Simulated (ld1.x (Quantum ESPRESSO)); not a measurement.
Cutoff test, Ta (Z = 73), TM

- Element: tantalum (Ta)
- Generator: ld1.x (Quantum ESPRESSO) 7.5
- Type: norm-conserving Troullier–Martins (Kleinman–Bylander form)
- Functional: PBE
- Relativity: scalar-relativistic
- Frozen core: [Kr] 4d10 4f14
- Valence charge: 13
- Reference configuration: 5s2 5p6 5d3 6s2 6p0
- Partial waves: 5p (bound): rc 1.70 bohr; 5d (bound): rc 1.75 bohr; 5s (bound): rc 1.70 bohr
- Local potential: the s channel
- Core correction: Bessel-smoothed model core inside 1.32 bohr

Occupied shells without a wave of their own: 6s. They enter only through the test configuration that unscreens the potential, and ld1.x also counts them in the model core charge.

The pseudo-atom Hamiltonian at the reference potential is diagonalised in spherical Bessel functions j_l(qr) that vanish at 20 bohr, with q² up to the cutoff. All-electron valence levels (Ry): 5p -2.8957, 6p -0.1022, 5d -0.2639, 5s -5.3656, 6s -0.4000.

Problem. How do the lowest levels (Ry) of each channel move with the cutoff, and are there ghosts?

Solution.

| cutoff (Ry) | p #1 | p #2 | p #3 | d #1 | s #1 | s #2 | f #1 | Σ f·Δε (mRy) |
| --- | --- | --- | --- | --- | --- | --- | --- | --- |
| 8 | -2.4242 | -0.0713 | 0.0556 | -0.0752 | -5.2258 | -0.4462 | 0.1067 | 3781.2 |
| 12 | -2.7861 | -0.0939 | 0.0497 | -0.1721 | -5.2359 | -0.4857 | 0.1066 | 1219.5 |
| 21 | -2.8797 | -0.1027 | 0.0477 | -0.2554 | -5.3236 | -0.4908 | 0.1066 | 222.3 |
| 30 | -2.8865 | -0.1031 | 0.0476 | -0.2635 | -5.3572 | -0.4954 | 0.1066 | 81.5 |
| 45 | -2.8952 | -0.1040 | 0.0474 | -0.2638 | -5.3606 | -0.4987 | 0.1066 | 14.9 |
| 55 | -2.8953 | -0.1040 | 0.0474 | -0.2639 | -5.3640 | -0.4987 | 0.1066 | 6.8 |
| 80 | -2.8957 | -0.1040 | 0.0474 | -0.2639 | -5.3654 | -0.4991 | 0.1066 | 0.8 |
| 100 | -2.8958 | -0.1041 | 0.0474 | -0.2639 | -5.3655 | -0.4992 | 0.1066 | 0.2 |
| 400 | -2.8958 | -0.1041 | 0.0474 | -0.2639 | -5.3656 | -0.4992 | 0.1066 | 0.0 |

Result: no extra level below or beside the all-electron valence levels (p, d, s, f tested); 10 mRy is reached at 50 Ry and 1 mRy at 80 Ry.

The potential misses its own reference levels by up to 1.3 eV, so it is not fit for use. ld1.x takes every shell without a wave as core, so the model core holds the 6s electrons as well and exchange and correlation see them twice. This cancels in the reference configuration, but the file is broken for other ones, and its errors say nothing about a proper core correction. Its largest configuration-test error is -8544 meV.
